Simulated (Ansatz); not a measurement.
# C2H6Cl2Si (dichlorodimethylsilane): the energy to break a bond

C2H6Cl2Si has 11 atoms, charge 0, and is taken as a singlet. As SMILES, `C[Si](C)(Cl)Cl`. Geometry: optimised at B3LYP/def2-SVP.

```xyz
11

C    -1.4865    0.2621    0.5745
Si    0.0501    0.4064   -0.4770
C     1.4251   -0.7598    0.0098
Cl   -0.4657    0.0353   -2.4650
Cl    0.7617    2.3644   -0.3517
H    -1.2524    0.4785    1.6294
H    -2.2566    0.9730    0.2381
H    -1.9029   -0.7562    0.5093
H     1.7392   -0.5715    1.0492
H     2.2993   -0.6260   -0.6455
H     1.0886   -1.8062   -0.0709
```

Wanted: the dissociation energy of the Cl4–Si2 bond into doublet Cl and doublet C2H6ClSi (shapes relaxed at B3LYP/def2-SVP, no zero-point term). 1 Eh = 2625.50 kJ/mol = 27.2114 eV. Totals in Eh; open shells run unrestricted unless said.

| level | program | C2H6Cl2Si | doublet Cl | doublet C2H6ClSi |
| --- | --- | --- | --- | --- |
| wB97M-V/def2-SVP | Ansatz | -1289.301106 | -459.967660 | -829.144000 |
| MP2/def2-SVP, 17 core orbitals frozen | Ansatz | -1287.511240 | -459.428240 | -827.905294 |
| CCSD(T)/def2-SVP, 17 core orbitals frozen | Ansatz | -1287.591102 | -459.445994 | -827.974029 |

Work out the dissociation energy at each level.


1. wB97M-V/def2-SVP: (-459.967660) + (-829.144000) − (-1289.301106) = 0.189446 Eh = 497.4 kJ/mol = 5.16 eV.
2. MP2/def2-SVP: (-459.428240) + (-827.905294) − (-1287.511240) = 0.177706 Eh = 466.6 kJ/mol = 4.84 eV.
3. CCSD(T)/def2-SVP: (-459.445994) + (-827.974029) − (-1287.591102) = 0.171079 Eh = 449.2 kJ/mol = 4.66 eV.

The levels span 449 to 497 kJ/mol; no measured value is set beside them. A bond enthalpy at 298 K also holds the loss of zero-point energy and thermal terms.
